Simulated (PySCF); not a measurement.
Telling isomers of C₆H₉NO apart by NMR

Calculated, not measured (PySCF 2.14): σ from GIAO-PBE0/pcSseg-1, structure optimised with GFN2-xTB. Single conformer, equivalent nuclei averaged, in vacuum, non-relativistic Hamiltonian.

Shifts are taken against calculated references (same method and geometry level): TMS for ¹H, ¹³C. Where no couplings were computed, multiplicities follow the n + 1 count of equivalent neighbours, and m marks all less simple cases (inequivalent or close neighbours, rings, F or P nearby). Acid and N–H amide carbonyl carbons lie up to 10 ppm further downfield in solution (hydrogen bonding). Shifts are as computed. Against solution values, carbons near 30 ppm lie about +3 ppm off and those near 130 ppm about +5 ppm. Of 1211 compounds with measured shifts, 218 miss one by over three times the rms of a fit or turn the order of signals round; such compounds aren't used in these exercises. Groups on amide-type nitrogens are kept apart (slow C–N rotation). OH and NH positions are gas-phase values without hydrogen bonding to other molecules.

(1) Tabulate the signals of `NC(=O)C=C1CCC1`, `N[C@@H]1CC=CC(=O)C1` and their relative energies.

(2) What is the quickest way to tell NC(=O)C=C1CCC1 from N[C@@H]1CC=CC(=O)C1?

## Answers

(1) 
| SMILES | carbon types | δC | δH | E rel. (kcal/mol) |
| --- | --- | --- | --- | --- |
| NC(=O)C=C1CCC1 | 2×C 1×CH 3×CH2 | 176.6, 167.1, 118.2, 35.3, 32.1, 18.7 | 5.45 (s, 1H), 4.67 (br, 1H), 4.35 (br, 1H), 3.44 (m, 2H), 2.92 (m, 2H), 2.16 (m, 2H) | 3.9 |
| N[C@@H]1CC=CC(=O)C1 | 1×C 3×CH 2×CH2 | 200.1, 153.6, 137.4, 52.7, 48.9, 42.2 | 7.08 (m, 1H), 6.28 (d, 1H), 3.50 (m, 1H), 2.84 (m, 1H), 2.75 (m, 1H), 2.52 (m, 1H), 2.16 (m, 1H), 0.95 (br s, 2H) | 0.0 |

Energies are electronic energies at PBE0/pcSseg-1 on these geometries, without zero-point or thermal terms, each for the one conformer computed, which needn't be the lowest.

(2) Both give the same number of carbon signals, but DEPT or the intensities differ. The first has an amide carbonyl carbon (C) at 167.1 ppm, the second an sp3 CH bonded to N at 52.7 ppm. Their most deshielded carbons lie at 176.6 and 200.1 ppm. In the proton spectra the most deshielded non-exchanging signals are 5.45 (s, 1H) and 7.08 (m, 1H).
